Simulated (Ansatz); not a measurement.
Consider the redistribution: `[TeH][SiH]1BC1` + `NB(O)O` → `O[SiH]1BC1` + `NB(O)[TeH]`.

Program: Ansatz. Geometries: PBE0-D4/def2-TZVP. ΔE: electronic, gas phase. CBS: MP2 limit from def2 TZ/QZ plus the TZ coupled-cluster correction, frozen cores. This one scheme is used for every species. DFT in def2-TZVPP. HSE06 is defined as in plane-wave codes. Elements past krypton have def2 core potentials. For Te outer-core shells are correlated without core-valence functions, which leaves a few kJ/mol of doubt a bond. Each species was taken in one conformer, which may not be the lowest.

```csv
level,ΔE (kcal/mol),difference from CCSD(T)/CBS
BLYP-D4,13.6,-0.8
HSE06-D4,16.1,1.7
ωB97X-V,14.1,-0.3
PBE,15.0,0.6
revPBE,15.0,0.6
r2SCAN0,15.8,1.4
HF/def2-SVP,21.1,6.7
HF/def2-TZVPP,16.0,1.6
CCSD/def2-TZVPP,14.4,0.0
CCSD/CBS(def2),14.6,0.2
CCSD(T)/CBS,14.4,0
```

Largest T1 diagnostic among the species: 0.014.

From BLYP to BHLYP (50 % exact exchange), in def2-TZVPP and without D4, ΔE moves by +1.5 kcal/mol. In def2-TZVPP, CCSD(T) changes the Hartree–Fock value by −1.8 kcal/mol (the triples alone add −0.2 kcal/mol) and MP2 by −2.1 kcal/mol.

CCSD(T)/CBS has its own doubt, a few kJ/mol and more with outer-core shells, so smaller differences from it don't rank the levels.
